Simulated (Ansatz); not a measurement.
Relative stability

The two ends of one reaction step of SiN$_{2}$H$_{6}$O$_{2}$, singlet (PBE0-D4/def2-TZVP).

A:

```
11
angstrom
Si -0.2811 0.4002 0.2184
O 0.7514 0.3776 -1.5041
O -0.9598 1.7228 -0.1624
H 0.2696 1.1940 -1.7524
N 0.9022 0.2640 1.4176
N -1.0127 -1.1366 0.0220
H 0.4161 -0.3440 -2.0505
H 1.3775 1.0872 1.7453
H 1.3893 -0.5844 1.6476
H -0.8876 -1.8437 0.7289
H -1.9648 -1.1371 -0.3104
```

B:

Si1  (-0.011, 0.208, -0.117)
O2  (0.628, 0.077, -1.633)
O3  (-0.665, 1.713, -0.129)
H4  (-0.798, 2.088, -1.001)
N5  (1.013, 0.205, 1.234)
N6  (-1.023, -1.153, 0.082)
H7  (1.024, -0.766, -1.855)
H8  (1.490, 1.037, 1.533)
H9  (1.421, -0.636, 1.601)
H10  (-1.480, -1.305, 0.967)
H11  (-1.598, -1.468, -0.682)
(Å)

Program: Ansatz 0.2.0. Basis: def2-TZVPP. Cores are frozen in the correlated methods. B3LYP uses VWN-RPA correlation.

Task: Which structure is lower at CCSD(T), and by how much? (Judge from chemistry; the value comes from the calculation.)

Result: Computed: B, by 203.3 kJ/mol (electronic energy, against the other). By their contacts, A is SiN₂H₆O₂ ([NH2][Si]([NH2])([O])[OH2]) and B is SiN₂H₆O₂ ([NH2][Si]([NH2])([OH])[OH]).

All methods give the same order:

| method | E(B) − E(A) (kJ/mol) |
| --- | --- |
| SPW92 | -183.7 |
| PBE-D4 | -179.5 |
| BLYP-D4 | -180.4 |
| r2SCAN-D4 | -196.7 |
| B97M-V | -200.8 |
| PBE0-D4 | -197.9 |
| B3LYP-D4 | -195.9 |
| r2SCAN0-D4 | -208.2 |
| BHLYP-D4 | -215.1 |
| CAM-B3LYP-D4 | -202.6 |
| wB97X-V | -201.9 |
| wB97M-V | -197.9 |
| B2PLYP | -197.9 |
| PBE-QIDH | -206.5 |
| RPA on PBE | -199.5 |
| HF | -235.4 |
| MP2 | -199.2 |
| CCSD | -210.0 |
| CCSD(T) | -203.3 |

The T1 diagnostic stays at or below 0.013.

Labels in which every atom is bracketed show which atoms are joined, not bond orders.

For scale, one of the runs: CCSD(T)/def2-TZVPP, 250 basis functions, launched by `ansatz run in.yaml --threads 8 --pin off --events-out ev --progress --plain --max-ram 19148MiB`. Hardware: 8 CPU threads of a Oxide Virtual Turin-like, shared host. Wall time 56 s; peak host memory 5.6 GiB.
